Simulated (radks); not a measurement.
The numbers below are computed, except where a source is named.
Question: Spherical quantum dot in the effective-mass picture: electrons in a parabolic well V = omega^2 r^2 / 2 with omega = 0.0979, all in effective atomic units (hartree* = m*/eps^2 hartree, bohr* = eps/m* bohr), one dielectric constant everywhere. Level of theory: non-relativistic Kohn-Sham, LDA (Slater exchange, Perdew-Wang correlation), spin-polarised, spherical densities (a radial shooting solver with Libxc functionals). Levels are named by radial order and angular momentum (1s, 1p, 1d, 2s, ...), and open shells are averaged over m. Results are scaled to m* = 0.037 and eps = 14.8, for which hartree* = 4.597 meV and bohr* = 21.17 nm. At N = 43 the configuration is 1s2 1p6 1d10 2s2 1f14 2p(up 3, down 0) 1g(up 6, down 0). Does electron 44 go into 1g down or 2p down or 1g up?

Answer: Into 1g up. The total energies of the other choices lie higher by 0.00585 meV (2p down), 0.0374 meV (1g down).
